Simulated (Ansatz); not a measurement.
A run for Ansatz (a quantum-chemistry and plane-wave program): U-CCSD(T)/cc-pVQZ on H (SMILES [H]).

Ansatz 0.2 input:
```yaml
crystal:
  periodic: [false, false, false]
  atoms:
    - {symbol: H, position_ang: [0.00000000, 0.00000000, 0.00000000]}
basis:
  gaussian:
    orbitals: cc-pVQZ
magnetization: {spin_polarized: true, initial_magnetization: 1}
correlation: {method: ccsd_t, electrons: outside_noble_gas}
scf: {omitted_lower_state_checks: [cluster_reference]}
```

Program output:

```
WARN ansatz: RAYON_NUM_THREADS=1 ignored (pool sized by the plan → 1); use --threads N
Functional definition: HF
these checks for a lower state are left out or cut short: cluster_reference
integrals: 0.01 GiB planned
159 factors; integrals over basis functions are off by at most 2.1e-4 eV
mean field: 0.04 GiB planned
mean field evaluation 1: about -13.5518 eV, gradient 1.7e0 eV
mean field evaluation 2: about -13.5518 eV, gradient 1.7e0 eV
mean field evaluation 4: about -13.6042 eV, gradient 4.0e-3 eV
mean field evaluation 8: about -13.6042 eV, gradient 5.9e-6 eV
mean field -13.60421197 eV, -0.4999455686 hartree, gradient 5.9e-6 eV, S^2 0.750000; 0 other end points of the search recorded, 0 dependent functions left out
reference -13.60421197 eV, -0.4999455686 hartree; 1, 0 occupied and 29, 30 virtual orbitals, 159 factors
second order 0.00000000 eV of doubles, -0.00000000 eV of singles
coupled cluster: 0.05 GiB planned
cycle   1  -0.00000000 eV  change  -8.0e-14 eV  update   3.5e-8
perturbative correction 0.00000000 eV, 0.0000000000 hartree
Total energy: -13.60421197 eV, -0.4999455686 hartree
Checks for a lower state left out: cluster_reference
```

The calculation finished and met its thresholds.

Cost: roughly 0.18 core-seconds.
